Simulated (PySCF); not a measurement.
# Working out the ionisation energy of Fe²⁺

Fe²⁺ [Ar] 3d6 (5D) → Fe³⁺ [Ar] 3d5 (6S). Computed with PySCF 2.14 in dyall-av2z, with no relativity, point nucleus. Frozen: [Ar]; the 25 highest virtual orbitals dropped. Energies in hartree (1 hartree = 27.21139 eV):

| part | Fe²⁺ (lower) | Fe³⁺ (upper) |
| --- | --- | --- |
| UHF | -1261.646816 | -1260.600100 |
| CCSD correlation | -0.111734 | -0.061403 |
| (T) | -0.001536 | -0.000300 |

**Question.** What does Hartree-Fock give?

**Answer.** (-1260.600100) − (-1261.646816) = 1.046716 hartree = 28.483 eV.

**Question.** What do CCSD and CCSD(T) give?

**Answer.** The CCSD correlation energies differ by 0.050331 hartree = 1.370 eV and the triples by 0.001236 hartree = 0.034 eV, so CCSD gives 29.853 eV and CCSD(T) 29.887 eV.

A first-order spin-orbit estimate adds 0.054 eV to CCSD(T) (valence), giving 29.941 eV against 30.651 ± 0.012 eV (measured; NIST Atomic Spectra Database, ionization energies).

The calculation is non-relativistic.

A double-zeta basis recovers only part of the correlation energy.

What remains against the reference includes basis incompleteness, the frozen core and higher excitations.
